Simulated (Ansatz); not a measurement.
A nudged elastic band was laid between two geometries of BClF2 + Cl (5 atoms, charge 0, multiplicity 2).

Level of theory: UKS PBE0-D4/def2-SVP (Ansatz 0.2.0).

| Item | Value |
| --- | --- |
| movable images | 7 |
| climbing image | yes |
| spring | 5.0 eV/Å² |
| optimiser | quadratic models (default) |
| start path | through a guess of the saddle point |
| force threshold | 0.03 eV/Å |
| iteration limit | 60 |
| end points | relaxed |

Initial state:

```xyz
5
Properties=species:S:1:pos:R:3
B -0.113 -0.001 0.275
Cl -1.171 -0.021 1.678
F 1.182 -0.009 0.421
F -0.644 0.021 -0.919
Cl 0.745 0.010 3.784
```

Final state:

```xyz
5
Properties=species:S:1:pos:R:3
B 0.118 0.025 0.761
Cl -1.338 -0.903 1.654
F 1.063 -0.806 0.348
F -0.319 0.965 -0.065
Cl 0.475 0.719 2.542
```

Q: What changes between the two ends?

A: Bonds formed: B1–Cl5. BClF2 + Cl becomes BCl2F2.

Q: Give the energies along the band, and the barrier.

A: The forces met the threshold. The highest image is number 0 of 0 to 8, 0.000 eV above the first end and 0.283 eV above the last; the last end lies 0.283 eV below the first. The highest image is an end point: on this band no image between the ends rises above it.

```json
{"image": "0", "path coordinate (Å)": "0.00", "energy (eV)": "0.000", "B1–Cl5 (Å)": "3.61"}
{"image": "1", "path coordinate (Å)": "0.28", "energy (eV)": "0.000", "B1–Cl5 (Å)": "3.59"}
{"image": "2", "path coordinate (Å)": "0.63", "energy (eV)": "-0.001", "B1–Cl5 (Å)": "3.53"}
{"image": "3", "path coordinate (Å)": "0.98", "energy (eV)": "-0.006", "B1–Cl5 (Å)": "3.43"}
{"image": "4", "path coordinate (Å)": "1.33", "energy (eV)": "-0.018", "B1–Cl5 (Å)": "3.27"}
{"image": "5", "path coordinate (Å)": "1.68", "energy (eV)": "-0.041", "B1–Cl5 (Å)": "3.07"}
{"image": "6", "path coordinate (Å)": "2.04", "energy (eV)": "-0.075", "B1–Cl5 (Å)": "2.81"}
{"image": "7", "path coordinate (Å)": "2.39", "energy (eV)": "-0.127", "B1–Cl5 (Å)": "2.39"}
{"image": "8", "path coordinate (Å)": "2.74", "energy (eV)": "-0.283", "B1–Cl5 (Å)": "1.94"}
```

The run took 11 min on 2 threads of Intel(R) Xeon(R) Platinum 8488C (Sapphire Rapids), with other jobs on the host, peak memory 0.28 GiB.
